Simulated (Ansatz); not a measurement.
Spectroscopic constants of GaO, multiplicity 2 (the spin of the measured ground state). No spin–orbit coupling. Ga is treated without relativity. The T1 diagnostic near the minimum is 0.054, so single-reference values are doubtful.

D_e counts from the fitted minimum to each atom's lowest state at the same level, without counterpoise.

Correlated levels freeze the inner cores; with def2 sets outer-core shells near the valence are correlated too.

Run with Ansatz (a program for electronic structure). Values without a source in brackets are computed.

### Question
Predict the bond energy D_e from r2SCAN/def2-TZVPP.

### Answer
4.51 eV

### Question
What is the computed bond energy D_e (CCSD(T)/def2-QZVPP)?

### Answer
4.30 eV

### Question
Estimate the bond energy D_e that CAM-B3LYP/def2-TZVPP returns for this input.

### Answer
4.22 eV

Doubts at one or more of the structures used: T1 above 0.05 (CCSD(T)/def2-QZVPP).
